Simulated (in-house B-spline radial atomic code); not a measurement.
Ionising Ca VIII (Ca7+) with different functionals

Computed with an all-electron radial atomic-structure program (B-spline basis): four-component Dirac-Coulomb Hamiltonian, Fermi nucleus of rms radius 3.4776 fm, spin-restricted, spherical fractional occupations for the functionals, and exact exchange of hybrids averaged over the configuration. The ionisation energy is the difference of two self-consistent energies, [Ne] 3s2 3p1 → [Ne] 3s2, without Breit or QED terms; ε is the level of the shell that loses the electron (mean over j). The electron is taken from both j subshells in proportion to 2j + 1, so the result is a j average, not the step between ground levels.

| method | rung | ΔSCF (eV) | -ε(3p) (eV) |
| --- | --- | --- | --- |
| BHandHLYP | global hybrid | ? | ? |
| PBE0 | global hybrid | 146.94 | 139.16 |
| CAM-B3LYP | range-separated hybrid | ? | ? |
| wB97X | range-separated hybrid | 146.86 | 141.65 |

Problem. What does BHandHLYP give?

Solution. ΔSCF 147.15 eV, and -ε(3p) = 142.02 eV.

Problem. What does CAM-B3LYP give?

Solution. ΔSCF 147.12 eV, and -ε(3p) = 140.76 eV.

Problem. Among the functionals, which spreads more, the ΔSCF values or the orbital energies?

Solution. The orbital energies: ΔSCF values span about 0.29 eV and the orbital energies 2.86 eV; here energy differences depend much less on the functional than eigenvalues do.

Problem. How do they compare with the NIST value?

Solution. NIST lists 147.2 eV ± 0.12 (measured, ground level to ground level). Errors run from -0.38 to -0.09 eV; BHandHLYP is closest (-0.09 eV), though others lie within the uncertainty of it, and part of that can be cancellation, since the calculations leave out Breit-QED terms, spin polarisation, the choice among j levels, multiplet and fine-structure energies.
